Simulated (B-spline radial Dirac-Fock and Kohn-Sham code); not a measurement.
Binding energies of Tm²⁰⁺ at several levels of theory

System: the Tm²⁰⁺ ion in the configuration [Kr] 4d10 4f3.

The density-functional columns are spherical, spin-unpolarised Dirac-Kohn-Sham results without Breit or QED terms: −ε is minus the orbital energy of the initial state and ΔSCF the difference of two total energies. The reference in the last column comes from ΔSCF Dirac-Fock with Breit, self-energy and vacuum polarisation, finite nucleus, configuration average. All numbers are from a radial atomic solver, in eV; a selection of levels is shown. The Kohn-Sham columns are given as differences from the reference. For the 1s level of heavy atoms much of the gap between ΔSCF and the reference is the Breit and QED part, -276.6 eV here; for other levels the error of the functional can be larger.

| level | LDA −ε − DF | LDA ΔSCF − DF | Dirac-Fock |
| --- | --- | --- | --- |
| 1s | -255.5 | +263.6 | 59952.9 |
| 2s | -167.3 | -60.8 | 10691.8 |
| 2p1/2 | -124.8 | +7.2 | 10186.0 |
| 2p3/2 | -135.0 | -17.1 | 9217.6 |
| 3s | -90.9 | -49.7 | 2886.0 |
| 3p1/2 | -74.6 | -31.4 | 2665.4 |
| 3p3/2 | -73.5 | -32.8 | 2457.3 |
| 3d3/2 | -52.7 | -6.6 | 2086.2 |
| 3d5/2 | -53.6 | -8.4 | 2041.9 |
| 4s | -45.8 | -23.8 | 1008.0 |
| 4p1/2 | -37.5 | -15.6 | 916.1 |
| 4p3/2 | -37.4 | -16.3 | 863.8 |
| 4d3/2 | -22.4 | -1.6 | 709.7 |
| 4d5/2 | -22.6 | -2.0 | 699.6 |
| 4f | -18.1 | +2.7 | 521.9 |

Values without a named source are computed, but for edge energies of neutral atoms, which are taken from tables.
